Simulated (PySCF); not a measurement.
## Computed properties of 1,2-difluorocyclopenta-1,3-diene (C5H4F2), SMILES FC1C=CCC=1F

1,2-difluorocyclopenta-1,3-diene (C5H4F2), SMILES C1(=C(C=CC1)F)F. Geometry: B3LYP-D3(BJ)/def2-SVP. One conformer was computed; it need not be the lowest. All values are computed for the isolated molecule unless a solvent is named; none is compared with measurement here.

**Structure.** The optimised structure has Cs symmetry. All 27 harmonic modes at B3LYP-D3(BJ)/def2-SVP (PySCF) are real, so it is a minimum. With heavy atoms numbered as in [F:1][C:2]1=[C:3]([F:4])[CH2:5][CH:6]=[CH:7]1, the shortest bond between them is C3–F4 at 1.331 Å and the longest C5–C6 at 1.509 Å.

**Vibrations.** The strongest infrared lines (harmonic, unscaled, degenerate partners summed) lie at 1770 cm⁻¹ (126 km/mol, C 94 %), 1435 cm⁻¹ (71 km/mol, C 78 %, H 16 %), 1274 cm⁻¹ (63 km/mol, C 59 %, H 30 %, F 12 %). The softest mode is at 228 cm⁻¹ and the zero-point energy is 48.3 kcal/mol.

**Electronic structure.** M06-2X/def2-TZVP (PySCF) places the frontier levels at -7.63 and 0.05 eV, a gap of 7.68 eV, and gives a dipole moment of 2.67 D and a mean polarisability of 54.4 bohr³. PBE/def2-TZVP (PySCF) at the same geometry gives -5.27 and -1.69 eV, so its gap is 4.10 eV narrower. An orbital gap is neither the optical nor the fundamental gap.

**Excitations.** TDA-M06-2X/def2-SVPD (PySCF) has S1 at 5.45 eV (228 nm, f = 0.119, bright); the most intense of the 10 singlets computed lies at 5.45 eV (f = 0.12). T1 (TDA) is at 3.33 eV, 2.12 eV under S1. TDA-PBE/def2-SVPD (PySCF) puts S1 at 4.91 eV. No vertical singlet excitation falls in the visible range (under 3.1 eV).

**NMR.** GIAO shifts at PBE0/pcSseg-1 (PySCF) (non-relativistic, atoms alike by connectivity averaged): ¹³C from 40.0 to 155.2 ppm against TMS; ¹H from 3.4 to 6.8 ppm against TMS; ¹⁹F from -161.6 to -159.6 ppm against CFCl3.

**Solvation.** SMD-PBE0/6-31G* (PySCF) gives 0.0 kcal/mol in water, -3.2 kcal/mol in n-hexane, -3.7 kcal/mol in ethanol (1 M in both phases, gas-phase geometry).
